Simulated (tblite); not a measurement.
C₃H₁₄AsNSi₂.
Numbering: `[CH3:1][N:2]([CH3:3])[SiH2:4][As:5]([CH3:6])[SiH3:7]` (hydrogens: H8, H9, H10 on C1; H11, H12, H13 on C3; H14, H15 on Si4; H16, H17, H18 on C6; H19, H20, H21 on Si7)

Computed with GFN2-xTB (tblite), gas phase: L-BFGS steps from a force-field or distance-geometry start until the largest atomic force falls under 0.01 eV/Å.

The end geometry, which sets the zero of energy:
```
atom  x, y, z in Å
C1     -2.8169    0.2465    0.7420
N2     -1.6035   -0.0771    0.0423
C3     -1.8465   -0.8704   -1.1316
Si4    -0.2540    0.9841    0.1728
As5     1.5166    0.1292   -1.0474
C6      2.8468    1.3958   -0.3168
Si7     2.0343   -1.6586    0.3383
H8     -3.4795    0.8801    0.1393
H9     -3.3586   -0.6691    0.9957
H10    -2.5759    0.7772    1.6582
H11    -0.8986   -1.1277   -1.6102
H12    -2.3591   -1.7971   -0.8550
H13    -2.4746   -0.3415   -1.8611
H14    -0.5403    2.3716   -0.2826
H15    -0.0593    1.1144    1.6319
H16     2.8135    1.4351    0.7718
H17     2.6569    2.3996   -0.6997
H18     3.8548    1.1086   -0.6200
H19     1.0461   -2.7371    0.2225
H20     2.1550   -1.3171    1.7644
H21     3.3341   -2.2295   -0.0550
```

**Question.** These geometries come from the run, each turned onto the end geometry. Order them by energy, lowest first.
A.
```
atom  x, y, z in Å
C1     -2.7995    0.2194    0.7555
N2     -1.5956   -0.0830    0.0321
C3     -1.8452   -0.8375   -1.1655
Si4    -0.2425    0.9691    0.1814
As5     1.5078    0.1079   -1.0580
C6      2.8360    1.3894   -0.3506
Si7     2.0147   -1.6477    0.3737
H8     -3.4693    0.8730    0.1822
H9     -3.3375   -0.7038    0.9866
H10    -2.5444    0.7176    1.6866
H11    -0.8990   -1.0757   -1.6579
H12    -2.3534   -1.7757   -0.9208
H13    -2.4774   -0.2878   -1.8759
H14    -0.5150    2.3703   -0.2381
H15    -0.0411    1.0582    1.6428
H16     2.7919    1.4610    0.7363
H17     2.6496    2.3815   -0.7653
H18     3.8460    1.0937   -0.6381
H19     1.0316   -2.7337    0.2863
H20     2.1133   -1.2525    1.7875
H21     3.3203   -2.2269    0.0190
```
B.
```
atom  x, y, z in Å
C1     -2.7673    0.1213    0.7998
N2     -1.6027   -0.0747   -0.0192
C3     -1.9234   -0.7254   -1.2604
Si4    -0.2419    0.9678    0.1373
As5     1.5249    0.0439   -1.0418
C6      2.8608    1.3495   -0.3890
Si7     2.0355   -1.6265    0.4873
H8     -3.4948    0.7943    0.3275
H9     -3.2601   -0.8397    0.9756
H10    -2.4756    0.5470    1.7555
H11    -1.0165   -0.8788   -1.8497
H12    -2.3795   -1.7001   -1.0613
H13    -2.6344   -0.1392   -1.8583
H14    -0.4935    2.3688   -0.2960
H15    -0.0443    1.0715    1.5973
H16     2.8104    1.4731    0.6931
H17     2.6942    2.3226   -0.8541
H18     3.8681    1.0239   -0.6539
H19     1.0846   -2.7409    0.4233
H20     2.0763   -1.1614    1.8826
H21     3.3704   -2.1799    0.2043
```
C.
```
atom  x, y, z in Å
C1     -2.6250    0.0315    0.8841
N2     -1.5530   -0.2204   -0.0379
C3     -2.0264   -0.6609   -1.3190
Si4    -0.2259    0.8804   -0.0193
As5     1.6313   -0.0008   -1.0964
C6      2.8418    1.3721   -0.3581
Si7     2.0576   -1.6062    0.5377
H8     -3.1980    0.9286    0.6273
H9     -3.3007   -0.8226    0.8892
H10    -2.2251    0.1581    1.8856
H11    -1.1833   -1.0187   -1.9119
H12    -2.7366   -1.4785   -1.1840
H13    -2.5308    0.1455   -1.8671
H14    -0.6510    2.1822   -0.6176
H15    -0.0497    1.1363    1.4251
H16     2.6709    1.4624    0.7150
H17     2.6455    2.3387   -0.8272
H18     3.8853    1.1027   -0.5376
H19     1.1069   -2.7264    0.5380
H20     2.0473   -1.0160    1.8868
H21     3.4101   -2.1707    0.3867
```
D.
```
atom  x, y, z in Å
C1     -2.7300    0.0666    0.8368
N2     -1.5906   -0.1005   -0.0237
C3     -1.9552   -0.6578   -1.2983
Si4    -0.2423    0.9645    0.0967
As5     1.5411   -0.0101   -1.0089
C6      2.8464    1.3451   -0.4009
Si7     2.0512   -1.6478    0.5554
H8     -3.4489    0.7907    0.4321
H9     -3.2397   -0.8938    0.9554
H10    -2.4055    0.4155    1.8134
H11    -1.0643   -0.7785   -1.9192
H12    -2.4212   -1.6388   -1.1621
H13    -2.6665   -0.0154   -1.8348
H14    -0.4954    2.3350   -0.4284
H15    -0.0855    1.1556    1.5484
H16     2.7852    1.5154    0.6738
H17     2.6582    2.2944   -0.9057
H18     3.8633    1.0336   -0.6433
H19     1.1174   -2.7784    0.4772
H20     2.0802   -1.1867    1.9540
H21     3.3933   -2.1914    0.2819
```
E.
```
atom  x, y, z in Å
C1     -2.6978    0.0514    0.8564
N2     -1.5987   -0.0974   -0.0587
C3     -1.9916   -0.6593   -1.3239
Si4    -0.2392    0.9544    0.0557
As5     1.5591   -0.0214   -1.0252
C6      2.8310    1.3509   -0.3872
Si7     2.0519   -1.6337    0.5725
H8     -3.3966    0.8413    0.5582
H9     -3.2504   -0.8887    0.9151
H10    -2.3134    0.2959    1.8431
H11    -1.0986   -0.8724   -1.9158
H12    -2.5366   -1.5932   -1.1588
H13    -2.6325    0.0194   -1.8998
H14    -0.4550    2.3059   -0.5097
H15    -0.0670    1.1715    1.5052
H16     2.7401    1.5085    0.6851
H17     2.6363    2.3005   -0.8854
H18     3.8607    1.0697   -0.6025
H19     1.1040   -2.7515    0.5035
H20     2.0824   -1.1784    1.9726
H21     3.4031   -2.1564    0.2993
```

**Answer.** A (0.003 eV), B (0.009 eV), D (0.017 eV), E (0.032 eV), C (0.089 eV).

In the order of the answer:

| step | E above end (eV) | largest force (eV/Å) | rms force component (eV/Å) | rms distance from end (Å) | rms bond change (Å) | bond most changed (Å) |
| --- | --- | --- | --- | --- | --- | --- |
| 99 | 0.003 | 0.03 | 0.011 | 0.054 | 0.001 | Si4–As5 -0.003 |
| 82 | 0.009 | 0.03 | 0.011 | 0.186 | 0.001 | Si4–As5 +0.002 |
| 48 | 0.017 | 0.05 | 0.014 | 0.262 | 0.001 | Si4–H15 -0.005 |
| 34 | 0.032 | 0.13 | 0.035 | 0.294 | 0.002 | Si4–H14 -0.007 |
| 13 | 0.089 | 0.27 | 0.068 | 0.361 | 0.004 | As5–Si7 +0.010 |

What follows is the cost of the whole relaxation. Hardware: one thread, Arm Neoverse N1 (aarch64), no GPU, shared host with 64 logical CPUs at a one-minute load of 60. Cost: 2.3 s of wall time.
